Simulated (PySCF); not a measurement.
## Nb⁻ (niobium, charge -1): BLYP calculation

Configuration: [Kr] 4d4 5s2, high-spin 5D determinant. Calculation: PySCF 2.14, in x2c-TZVPPall with one added diffuse shell each of s, p, d, f type (9s7p7d3f1g, 95 functions); scalar relativity by spin-free X2C-1e.

```json
{
 "Total energy": "-3819.49 hartree",
 "One-electron energy": "-5277.57 hartree",
 "Hartree (Coulomb) energy": "1578.17 hartree",
 "Exchange-correlation energy": "-120.09 hartree",
 "⟨S²⟩": "6.0295",
 "⟨L²⟩": "6.060",
 "Sum of ⟨r⟩": "37.66 bohr",
 "Sum of ⟨r²⟩": "99.28 bohr²",
 "Traceless quadrupole moment −½Σ⟨3z² − r²⟩ along its main axis": "-1.16 e·bohr²",
 "Langevin diamagnetic susceptibility": "-78.6 ×10⁻⁶ cm³/mol"
}
```

```
shell  electrons  mean orbital energy (hartree)  spread (hartree)  rms radius, mean of both spins (bohr)
 1s β          1                     -690.21318                 0                                 0.0415
 1s α          1                     -690.21310                 0                                 0.0415
 2s α          1                      -96.42546                 0                                  0.171
 2s β          1                      -96.41483                 0                                  0.171
 2p α          3                      -86.12366           0.00357                                  0.152
 2p β          3                      -86.11568           0.00556                                  0.152
 3s α          1                      -15.91200                 0                                  0.475
 3s β          1                      -15.90559                 0                                  0.475
 3p α          3                      -12.54326           0.00981                                  0.481
 3p β          3                      -12.53619           0.01158                                  0.481
 3d α          5                       -7.02266           0.00957                                  0.476
 3d β          5                       -7.01224           0.01367                                  0.476
 4s α          1                       -1.97027                 0                                   1.23
 4s β          1                       -1.90852                 0                                   1.23
 4p α          3                       -1.09644           0.01265                                   1.40
 4p β          3                       -1.02800           0.02936                                   1.40
 5s α          1                        0.01426                 0                                   4.97
 5s β          1                        0.03871                 0                                   4.97
 4d α          4                        0.05365           0.01986                                   2.78
```

At BLYP the highest occupied level has a positive energy, so only the finite basis holds that electron; in a semilocal or global hybrid functional this comes from self-interaction and does not mean that the real anion is unbound.

Densities and radii are taken from the X2C orbitals without a picture-change correction, which distorts them close to the nucleus.
